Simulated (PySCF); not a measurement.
## Excitation energy of Te²⁺ by level of theory

Te²⁺ [Kr] 4d10 5s2 5p2 (3P) → Te²⁺ [Kr] 4d10 5s1 5p3 (5S), as a difference of total energies. Calculation: PySCF 2.14, in aug-cc-pVQZ-PP with one added diffuse shell each of s, p, d, f, g type with ECP28MDF (8s8p6d4f3g, 117 functions); scalar relativity through the core potential. Correlated levels: valence: 4s2 4p6 4d10 frozen. The calculations carry no spin-orbit coupling.

| method | excitation energy (eV) |
| --- | --- |
| UHF | 5.358 |
| LDA | 8.309 |
| PBE | 7.996 |
| PBE0 | 7.482 |
| r2SCAN | 7.096 |
| M06-2X | 7.250 |
| wB97X | 8.352 |
| wB97X-V | 7.795 |
| MP2 (valence) | 6.298 |
| SCS-MP2 (valence) | 6.707 |

How much does correlation contribute at MP2 (valence)?

6.298 − (5.358) = 0.940 eV, measured against UHF.
